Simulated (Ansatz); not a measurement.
`PB1C[SiH2]S1`. Charge 0, multiplicity 1. The geometry is a stationary point of PBE0-D4/def2-TZVP. It is one conformer, not always the lowest.

```xyz
11

P     0.265    0.984   -2.287
B     0.183    0.456   -0.462
C    -0.439   -0.886    0.115
Si   -0.410   -0.136    1.821
S     0.609    1.544    0.929
H     0.816   -0.210   -2.812
H     1.468    1.729   -2.262
H    -1.400   -1.186   -0.309
H     0.255   -1.725    0.003
H     0.381   -0.820    2.878
H    -1.729    0.250    2.386
```

(1) What is the dipole moment at r2SCAN/def2-TZVPP? (Estimate.)

(2) And with PBE, B3LYP, ωB97M-V? (Estimate.)

(3) Give the Mulliken charges with r2SCAN, B3LYP, PBE in def2-TZVPP. (Best estimate.)

Answers

(1) Ansatz gave: 1.71 D, with components (-0.05, -1.68, 0.30) D in this frame, pointing from negative to positive charge.

(2) Ansatz gave: PBE 1.59 D, B3LYP 1.67 D, ωB97M-V 1.70 D.

(3) Ansatz gave: 
```json
{"atom": "P1", "r2SCAN": "-0.06", "B3LYP": "-0.12", "PBE": "-0.14"}
{"atom": "B2", "r2SCAN": "0.21", "B3LYP": "0.24", "PBE": "0.20"}
{"atom": "C3", "r2SCAN": "-0.33", "B3LYP": "-0.34", "PBE": "-0.28"}
{"atom": "Si4", "r2SCAN": "0.37", "B3LYP": "0.34", "PBE": "0.25"}
{"atom": "S5", "r2SCAN": "-0.23", "B3LYP": "-0.24", "PBE": "-0.20"}
{"atom": "H6", "r2SCAN": "0.01", "B3LYP": "0.02", "PBE": "0.03"}
{"atom": "H7", "r2SCAN": "0.01", "B3LYP": "0.02", "PBE": "0.04"}
{"atom": "H8", "r2SCAN": "0.08", "B3LYP": "0.10", "PBE": "0.10"}
{"atom": "H9", "r2SCAN": "0.09", "B3LYP": "0.11", "PBE": "0.11"}
{"atom": "H10", "r2SCAN": "-0.08", "B3LYP": "-0.07", "PBE": "-0.06"}
{"atom": "H11", "r2SCAN": "-0.07", "B3LYP": "-0.06", "PBE": "-0.05"}
```

B3LYP here is the variant with VWN-RPA as its local correlation; programs differ in this.
